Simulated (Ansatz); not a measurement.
The first iterations of a band of AlH6NO3 (11 atoms, charge 0, multiplicity 1).

Level of theory: Ansatz, RKS B3LYP-D4/def2-SVP.

| Property | Result |
| --- | --- |
| movable images | 2 |
| climbing image | no |
| spring | 5.0 eV/Å² |
| optimiser | quadratic models (default) |
| start path | through a guess of the saddle point |
| force threshold | 0.05 eV/Å |
| iteration limit | 60 |
| end points | relaxed |

Image 0:

```xyz
11
Properties=species:S:1:pos:R:3
Al 0.124 -0.500 0.008
O 1.213 -0.493 -1.341
O 0.808 -0.605 1.597
O -1.452 -1.183 -0.228
H 0.124 1.926 -0.770
N -0.378 1.458 -0.013
H 1.168 -1.165 -2.026
H 1.680 -0.983 1.742
H -1.773 -1.903 0.320
H -1.384 1.554 -0.167
H -0.131 1.895 0.877
```

Image 3:

```xyz
11
Properties=species:S:1:pos:R:3
Al -0.037 -0.351 0.318
O 1.009 -0.111 -1.366
O 0.946 -1.020 1.553
O -1.239 -1.361 -0.397
H 0.641 0.814 -1.372
N -0.395 1.450 0.190
H 0.539 -0.614 -2.052
H 1.403 -0.535 2.243
H -1.566 -2.156 0.032
H -1.363 1.742 0.071
H 0.062 2.141 0.780
```

| iteration | highest image above the first end (eV) | largest band force component (eV/Å) |
| --- | --- | --- |
| 1 | 1.636 | 4.549 |
| 2 | 1.155 | 1.608 |
| 3 | 1.084 | 1.990 |
| 4 | 1.043 | 0.441 |
| 5 | 1.023 | 0.292 |
| 6 | 0.976 | 0.246 |

**Question.** Does the band converge within its limit, and where does its top end?

**Answer.** The run converged. It ended after 18 iterations with the highest image 0.909 eV above the first end. No image climbed, so the highest image needn't sit at the top of the path. So few images can step over the top or miss a turn of the path. The orbitals stay closed-shell, which can raise the energy where a bond breaks towards radicals; this wasn't checked here.

Time of the run: 80 s on 2 threads of Arm Neoverse V2 (shared host), peak memory 0.22 GiB.
